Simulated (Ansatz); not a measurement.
Born–Oppenheimer molecular dynamics of ClFH4O3Zr (10 atoms, charge 0, multiplicity 1). It starts at the highest image of a converged band, a first-order saddle point between two minima.

All numbers below come from RKS BLYP-D4/def2-SVP in Ansatz.

```
ensemble                      : NVE (velocity Verlet)
time step                     : 0.5 fs
steps asked                   : 200
starting velocities drawn for : 100 K
seed                          : 5503
```

First frame:

```xyz
10
Properties=species:S:1:pos:R:3
Zr 0.065 0.235 0.063
Cl 0.657 -0.359 2.730
O 1.720 -0.279 -0.785
H 2.308 -0.691 -1.436
O -0.903 1.393 -1.153
H -1.590 1.618 -1.798
O -1.107 -1.308 0.119
H -1.499 -2.106 0.505
F 0.583 1.888 1.337
H 0.742 1.081 2.235
```

Question: How far do the bonds stretch over the last three quarters of this one trajectory? (Pairs bonded in most of those frames.)

Answer: 
```tsv
bond	mean (Å)	spread (Å)	shortest	longest
Zr1–Cl2	2.942	0.131	2.78	3.21
Zr1–O3	1.944	0.011	1.93	1.96
Zr1–O5	1.947	0.009	1.93	1.96
Zr1–O7	1.949	0.016	1.92	1.97
Zr1–F9	2.046	0.039	2.00	2.10
Cl2–H10	1.373	0.037	1.31	1.44
O3–H4	0.970	0.003	0.96	0.98
O5–H6	0.972	0.006	0.96	0.98
O7–H8	0.968	0.019	0.94	1.00
```

Pairs bonded in part of these frames only: Zr1–H10 52 %.

Mean temperature of the second half: 153 K. The conserved energy stayed within 0.072 meV per atom of its start (net change 0.0091 meV per atom), so the integration is sound. The kinetic energy rose, since the run started high on the potential surface and went downhill. A run of 0.1 ps of so small a system gives no equilibrium averages. The orbitals stay closed-shell, which can raise the energy where a bond breaks towards radicals; this wasn't checked here.

Time of the run: 5.5 min on 4 threads of Intel(R) Xeon(R) Platinum 8259CL CPU @ 2.50GHz (Skylake/Cascade Lake), on a shared host, peak memory 0.2 GiB.
